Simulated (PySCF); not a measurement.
# How methods differ on the excitation energy of Ir

Ir [Xe] 4f14 5d7 6s2 (4F) → Ir [Xe] 4f14 5d8 6s1 (4F), as a difference of total energies. Calculation: PySCF 2.14, in aug-cc-pwCVDZ-PP with ECP60MDF (6s6p5d3f, 70 functions); scalar relativity through the core potential. Correlated levels: valence: 5s2 5p6 frozen. The calculations carry no spin-orbit coupling.

```
           method  excitation energy (eV)  error (eV)
              UHF                   0.225      +0.087
    MP2 (valence)                   0.086      -0.052
SCS-MP2 (valence)                   0.161      +0.023
   CCSD (valence)                   0.232      +0.094
CCSD(T) (valence)                   0.228      +0.090
```

Reference: 0.138 eV (measured; NIST levels, between the centres of gravity of the two terms).

Errors of the correlated levels include the incompleteness of this basis and the frozen core.
